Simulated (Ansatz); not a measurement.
Ansatz (a program for electronic structure) input (MP2/6-31G* with LANL2DZ past Ar): The .json file joins the Basis Set Exchange's 6-31G* for atoms up to Ar and LANL2DZ past it.

Ansatz 0.2 input:
```yaml
crystal:
  periodic: [false, false, false]
  atoms:
    - {symbol: Zn, position_ang: [-0.00000000, -0.00000000, -0.79086917]}
    - {symbol: Cl, position_ang: [0.00000000, 0.00000000, 1.39565148]}
basis:
  gaussian:
    orbitals: 6-31Gs+LANL2DZ.json
magnetization: {spin_polarized: true, initial_magnetization: 1}
correlation: {method: mp2, electrons: outside_noble_gas}
relax: {f_tol: 0.003, max_steps: 120}
```

Problem. What final total energy does it give?

Solution. -523.33601 Eh.
